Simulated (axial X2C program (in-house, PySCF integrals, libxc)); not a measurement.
**InBr⁺: bond constants with and without spin–orbit coupling**

Calculated with an axial X2C code built on PySCF integrals. Spin-free means the one-electron spin-free X2C Hamiltonian; two-component (2c) means X2C with spin–orbit coupling and atomic mean-field two-electron Coulomb and Gaunt terms, so the difference of the two also holds small scalar two-electron terms. Basis: In dyall-cv3z [11s12p9d4f1g], Br dyall-cv3z [8s9p6d4f1g] (cores contracted in-house); Gaussian nuclei, density fitting, unrestricted open shells. Masses: In 114.904 u, Br 78.918 u.

The run was started with this input:
```json
{
 "zs": [
  49,
  35
 ],
 "q": 1,
 "bas": [
  "dyall-cv3z",
  "dyall-cv3z"
 ],
 "levels": [
  "PBE0",
  "HF",
  "BLYP"
 ],
 "cc": true,
 "r0": 2.56,
 "thr": -1.0,
 "nmax": 90,
 "npts": 10,
 "nst": 2,
 "ntry": 6
}
```
```bash
python so2c.py task.json out
```

Keys: zs atomic numbers; q charge; bas basis sets; levels methods; cc coupled cluster on or off; r0 starting distance in Å; thr threshold in hartree for freezing inner shells (an s shell follows its p shell); nmax most natural virtual spinors; npts points on the curve; nst determinants followed; ntry starts of the search. HF also brings MP2.

State, spin-free: M_S = 1/2, Λ = 0 (beyond evenly filled blocks: σα); electrons by block: σα: 18, σβ: 17, π+α: 9, π+β: 9, π-α: 9, π-β: 9, δ+α: 3, δ+β: 3, δ-α: 3, δ-β: 3. Fragments: In+ + Br.

State, 2c: Ω = 1/2 (⟨Sz⟩ = 0.49, ⟨Lz⟩ = 0.01 at PBE0); electrons by block: 1/2: 27, -1/2: 26, 3/2: 12, -3/2: 12, 5/2: 3, -5/2: 3. Fragments: In+ + Br.

```csv
Hamiltonian,level,Re (Å),ωe (cm⁻¹),ωexe (cm⁻¹),Be (cm⁻¹),αe (cm⁻¹),De (eV),k (mdyn/Å),μ (D)
spin-free,PBE0,2.452,221.7,1.77,0.05993,0.000382,0.644,1.35,-4.06
spin-free,HF,2.451,212.4,4.59,0.06,0.000632,0.041,1.24,-4.84
spin-free,CCSD,2.463,224.1,2.16,0.05939,0.000407,0.422,1.38,n/a
spin-free,CCSD(T),2.459,234.0,1.88,0.05961,0.000355,0.531,1.51,n/a
spin-free,BLYP,2.548,178.7,1.65,0.0555,0.000426,0.462,0.88,-3.80
2c,PBE0,2.460,212.8,2.14,0.05952,0.000432,0.561,1.25,-4.02
```

Correlated methods: 9 electrons correlated (number of frozen shells: In 4 s, 3 p, 2 d; Br 3 s, 2 p, 1 d), 275 virtual spin orbitals or spinors in MP2, 90 natural virtuals in coupled cluster.

Dipoles are positive if Br is the positive end and refer to the centre of mass.

One determinant describes the state; a PBE0 search over occupations chose it and may have missed a lower one. De is counted from the lowest determinant-based energies of the atoms at the same level, without counterpoise correction. Density functionals use the spin component along the axis (collinear). Coupled cluster ran in a truncated set of natural virtual spinors; the MP2 energy of the rest was added. (T) has no such correction and the atoms are truncated less, which lowers De at CCSD(T) by a hundredth of an eV or more. Without a current term, density functionals place determinants with orbital angular momentum somewhat too high. At some level and bond length an empty orbital lies below a filled one. With the outer-core shells frozen, correlated bond lengths of heavy atoms tend to come out a few hundredths of an ångström too long.

No reliable constants came from BLYP (2c), CCSD (2c), CCSD(T) (2c), HF (2c), MP2 (2c), MP2 (spin-free): no minimum in range, unconverged points, a curve that is not smooth, a change of character along it, or the two Hamiltonians disagreeing along it.

Rough cost a point (2c) on 1 thread(s) of a shared host, integrals apart: PBE0 1.4 s.

The whole task took 3.7 min on 1 thread of Intel(R) Xeon(R) Processor @ 2.30GHz, with other jobs on the host.
